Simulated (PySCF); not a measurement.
Simulated Si 2p region for cyclo-(H2SiO)3, H6O3Si3, binding energy against the vacuum level.

Every computed line was given a Gaussian of 0.8 eV full width at half maximum and an area set by the number of equivalent atoms (split 2:1 within a doublet); the highest printed point is 100. Computed, not measured: PySCF, delta-SCF UKS SCAN, pcX-2 on the ionised atom, pcseg-1 elsewhere, spin-free X2C.

binding energy (eV), intensity and a bar:
```
    107.1          0 
    107.2          1 
    107.3          2 
    107.4          4 #
    107.5          8 ##
    107.6         14 ####
    107.7         24 #######
    107.8         37 ###########
    107.9         53 ################
    108.0         70 #####################
    108.1         85 #########################
    108.2         95 #############################
    108.3        100 ##############################
    108.4         99 ##############################
    108.5         94 ############################
    108.6         86 ##########################
    108.7         77 #######################
    108.8         69 #####################
    108.9         60 ##################
    109.0         51 ###############
    109.1         41 ############
    109.2         31 #########
    109.3         22 #######
    109.4         14 ####
    109.5          9 ###
    109.6          5 #
    109.7          2 #
    109.8          1 
    109.9          1 
    110.0          0
```

Question: Count the maxima, the lines and the sites behind this envelope.

Answer: The curve has 1 maximum (at 108.3 eV). Under it lie 2 lines from 1 inequivalent silicon site, drawn as a 2p3/2, 2p1/2 pair. At this width some lines have no maximum of their own.

Question: Decompose the envelope and assign each component. Bonds: Si1–O4, Si1–O12, O4–Si5, Si5–O8, O8–Si9, Si9–O12. Hydrogens: H2, H3 on Si1; H6, H7 on Si5; H10, H11 on Si9.

Answer: 
```json
{"position (eV)": "108.25", "relative area": "2.00", "line": "Si 2p3/2", "atoms": "Si1/Si5/Si9", "environment": "silicon bonded to 2 O and 2 H"}
{"position (eV)": "108.88", "relative area": "1.00", "line": "Si 2p1/2", "atoms": "Si1/Si5/Si9", "environment": "silicon bonded to 2 O and 2 H"}
```

No satellites, vibrations or lifetime broadening are included. The first atom of each set that the bonding makes equivalent was ionised and stands for the set. The 2p values aren't plain energy differences: one relaxed spin-free 2p hole is combined with a matrix within the shell (ground-state 2p orbital-energy differences and spin–orbit coupling). 2p3/2, the mean of its two sublevels, lies a third of the splitting below the shell's mean and 2p1/2 two thirds above it; the statistical areas are 2:1. 2p1/2 minus 2p3/2 (ligand field included): Si 0.63 eV. Geometry: PBE0-D3(BJ)/def2-SVP, one conformer, isolated molecule.
